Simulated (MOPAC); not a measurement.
A run for MOPAC: PM6 on CH7NSi (SMILES CN[SiH3]), a point of a torsion scan.

```
PM6 1SCF PRECISE CHARGE=0 THREADS=1
CH7NSi

C     -1.36114789 1     0.08992347 1     0.33976045 1
N     -0.22329320 1    -0.28924905 1    -0.45676902 1
Si     1.43399341 1     0.02958205 1    -0.16617654 1
H     -2.04926491 1     0.72747062 1    -0.22581521 1
H     -1.01859649 1     0.64332118 1     1.21038343 1
H     -1.91666217 1    -0.78855720 1     0.68548835 1
H     -0.48813718 1    -0.80699695 1    -1.27929989 1
H      1.48198325 1     0.78437629 1     1.08391300 1
H      2.18438483 1    -1.22738041 1    -0.04302856 1
H      2.00642099 1     0.81397494 1    -1.26858473 1
```

Program output:

```
*******************************************************************************
 **                                                                           **
 **                              MOPAC v23.2.5                                **
 **                                                                           **
 *******************************************************************************
 ** MOPAC's Digital Object Identifier: https://doi.org/10.5281/zenodo.6511958 **
 **                                                                           **
 ** Please cite the open-source release paper for use of this MOPAC version:  **
 ** J. E. Moussa and J. J. P. Stewart (2026)                                  **
 ** MOPAC: An open-source semiempirical molecular orbital program             **
 ** J. Open Source Softw., 11(119), 8025, https://doi.org/10.21105/joss.08025 **
 *******************************************************************************

                              PM6 CALCULATION RESULTS

 *******************************************************************************
 *  PM6        - The PM6 Hamiltonian to be used
 *
 *
 *
 *                 CHARGE ON SYSTEM = 0
 *
 *
 *
 *  PRECISE    - TIGHTER CRITERIA TO BE USED
 *  1SCF       - DO 1 SCF AND THEN STOP
 *  THREADS=1  - MULTI-THREADING NOT USED
 *  T=         - A TIME OF 172800.0 SECONDS REQUESTED
 *  DUMP=N     - RESTART FILE WRITTEN EVERY 7200.0 SECONDS REQUESTED
 *******************************************************************************
PM6 1SCF PRECISE CHARGE=0 THREADS=1
 CH7NSi

   ATOM   CHEMICAL          X               Y               Z
  NUMBER   SYMBOL      (ANGSTROMS)     (ANGSTROMS)     (ANGSTROMS)

     1       C         -1.36114789  *   0.08992347  *   0.33976045  *
     2       N         -0.22329320  *  -0.28924905  *  -0.45676902  *
     3      Si          1.43399341  *   0.02958205  *  -0.16617654  *
     4       H         -2.04926491  *   0.72747062  *  -0.22581521  *
     5       H         -1.01859649  *   0.64332118  *   1.21038343  *
     6       H         -1.91666217  *  -0.78855720  *   0.68548835  *
     7       H         -0.48813718  *  -0.80699695  *  -1.27929989  *
     8       H          1.48198325  *   0.78437629  *   1.08391300  *
     9       H          2.18438483  *  -1.22738041  *  -0.04302856  *
    10       H          2.00642099  *   0.81397494  *  -1.26858473  *



          CARTESIAN COORDINATES

    NO.       ATOM           X           Y           Z

     1         C         -1.3611      0.0899      0.3398
     2         N         -0.2233     -0.2892     -0.4568
     3        Si          1.4340      0.0296     -0.1662
     4         H         -2.0493      0.7275     -0.2258
     5         H         -1.0186      0.6433      1.2104
     6         H         -1.9167     -0.7886      0.6855
     7         H         -0.4881     -0.8070     -1.2793
     8         H          1.4820      0.7844      1.0839
     9         H          2.1844     -1.2274     -0.0430
    10         H          2.0064      0.8140     -1.2686

 General Reference for PM6:
 "Optimization of Parameters for Semiempirical Methods V: Modification of NDDO Approximations
 and Application to 70 Elements", J. J. P. Stewart, J. Mol. Mod., 13, 1173-1213 (2007)
 URL: https://link.springer.com/article/10.1007/s00894-007-0233-4

           Empirical Formula: C H7 N Si  =    10 atoms



      MOLECULAR POINT GROUP   :   Cs


      RHF CALCULATION, NO. OF DOUBLY OCCUPIED LEVELS = 10


 -------------------------------------------------------------------------------
 PM6 1SCF PRECISE CHARGE=0 THREADS=1
 CH7NSi



     1SCF WAS SPECIFIED, SO BFGS WAS NOT USED
     SCF FIELD WAS ACHIEVED


                              PM6 CALCULATION
                                                       MOPAC v23.2.5 Linux




          FINAL HEAT OF FORMATION =         -9.15992 KCAL/MOL =     -38.32510 KJ/MOL


          COSMO AREA              =        111.49 SQUARE ANGSTROMS
          COSMO VOLUME            =         98.79 CUBIC ANGSTROMS

          IONIZATION POTENTIAL    =          9.309750 EV
          HOMO LUMO ENERGIES (EV) =         -9.310  0.293
          NO. OF FILLED LEVELS    =         10
          MOLECULAR WEIGHT        =         61.1585         POINT GROUP:  Cs

          MOLECULAR DIMENSIONS (Angstroms)

            Atom       Atom       Distance
            H     9    H     4     4.66676
            H    10    H     6     3.72484
            H     7    H     8     3.18772


          SCF CALCULATIONS        =          1





   ATOM   CHEMICAL          X               Y               Z
  NUMBER   SYMBOL      (ANGSTROMS)     (ANGSTROMS)     (ANGSTROMS)

     1       C         -1.36114789  *   0.08992347  *   0.33976045  *
     2       N         -0.22329320  *  -0.28924905  *  -0.45676902  *
     3      Si          1.43399341  *   0.02958205  *  -0.16617654  *
     4       H         -2.04926491  *   0.72747062  *  -0.22581521  *
     5       H         -1.01859649  *   0.64332118  *   1.21038343  *
     6       H         -1.91666217  *  -0.78855720  *   0.68548835  *
     7       H         -0.48813718  *  -0.80699695  *  -1.27929989  *
     8       H          1.48198325  *   0.78437629  *   1.08391300  *
     9       H          2.18438483  *  -1.22738041  *  -0.04302856  *
    10       H          2.00642099  *   0.81397494  *  -1.26858473  *

                             CARTESIAN COORDINATES

   1    C       -1.361147890     0.089923470     0.339760450
   2    N       -0.223293200    -0.289249050    -0.456769020
   3   Si        1.433993410     0.029582050    -0.166176540
   4    H       -2.049264910     0.727470620    -0.225815210
   5    H       -1.018596490     0.643321180     1.210383430
   6    H       -1.916662170    -0.788557200     0.685488350
   7    H       -0.488137180    -0.806996950    -1.279299890
   8    H        1.481983250     0.784376290     1.083913000
   9    H        2.184384830    -1.227380410    -0.043028560
  10    H        2.006420990     0.813974940    -1.268584730


           Empirical Formula: C H7 N Si  =    10 atoms



      MOLECULAR POINT GROUP   :   Cs


                  EIGENVALUES
 -31.34190 -23.96196 -18.71919 -16.54247 -15.00513 -14.31777 -12.31176 -11.37285
 -11.09251  -9.30975   0.29252   1.15774   1.26374   1.55966   2.54061   2.56279
   4.23410   5.02024   5.04158   5.24230   5.42995   5.53714   6.23307   6.76915


              NET ATOMIC CHARGES AND DIPOLE CONTRIBUTIONS

  ATOM NO.   TYPE          CHARGE      No. of ELECS.   s-Pop       p-Pop       d-Pop
    1          C          -0.272213        4.2722     1.07072     3.20149
    2          N          -0.535279        5.5353     1.48203     4.05325
    3         Si           0.204938        3.7951     1.16247     1.75589     0.87670
    4          H           0.135149        0.8649     0.86485
    5          H           0.153965        0.8460     0.84604
    6          H           0.135139        0.8649     0.86486
    7          H           0.235993        0.7640     0.76401
    8          H          -0.022197        1.0222     1.02220
    9          H          -0.017754        1.0178     1.01775
   10          H          -0.017741        1.0177     1.01774
 DIPOLE           X         Y         Z       TOTAL
 POINT-CHG.    -0.631     0.128     0.306     0.713
 HYBRID        -1.061    -0.393    -0.498     1.236
 SUM           -1.692    -0.264    -0.192     1.723


          ATOMIC ORBITAL ELECTRON POPULATIONS

     Atom    s        px        py        pz      x^2-y^2     xz        z^2       yz        xy
    1  C   1.07072   0.98532   1.13446   1.08170
    2  N   1.48203   1.19136   1.57232   1.28957
    3 Si   1.16247   0.39173   0.68826   0.67590   0.12273   0.13216   0.15107   0.18018   0.29057
    4  H   0.86485
    5  H   0.84604
    6  H   0.86486
    7  H   0.76401
    8  H   1.02220
    9  H   1.01775
   10  H   1.01774

 **********************
 *                    *
 * JOB ENDED NORMALLY *
 *                    *
 **********************




 == MOPAC DONE ==
```

The run finished.

Cost: roughly 0.04 core-seconds.
